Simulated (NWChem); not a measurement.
# AlH, singlet; SMILES [AlH]

```xyz
2

Al     0.0000     0.0000     0.1423
H      0.0000     0.0000    -1.5249
```
Atoms are numbered in this order, from 1.

Computed with NWChem. Low-valent species are run as closed-shell singlets; no triplet was tried in these runs. Geometry: optimised at PBE0/def2-SVP. GIAO values for the isolated, static molecule; σ is the absolute isotropic shielding, δ = σ(reference) − σ with the isolated reference molecule computed at the same levels (1H: tetramethylsilane).

Among these, which level gives the highest value of “σ Al1 (ppm)”?
A) LDA (Slater exchange, VWN5)/pcSseg-1
B) PBE/pcSseg-1
C) PBE0/pcSseg-1

C, PBE0/pcSseg-1. Values: LDA (Slater exchange, VWN5)/pcSseg-1 -23.0; PBE/pcSseg-1 52.1; PBE0/pcSseg-1 72.6
